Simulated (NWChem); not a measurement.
System: C3H4ClF; SMILES C(=C(\Cl)F)/C

Program: NWChem. Pople sets run with spherical d functions. The geometry was optimised at B3LYP/6-31G* (spherical d). Level: M05-2X/6-31G* with COSMO at NWChem's default radii, gas-phase geometry; the question gives the dielectric constant.

Q: What does the run give for dielectric constant 3.9? Quantities: electrostatic solvation energy (kcal/mol); dipole in solution (D).

A: 
```
Property                                   Value
-----------------------------------------  -----
electrostatic solvation energy (kcal/mol)   -1.4
dipole in solution (D)                      2.26
```
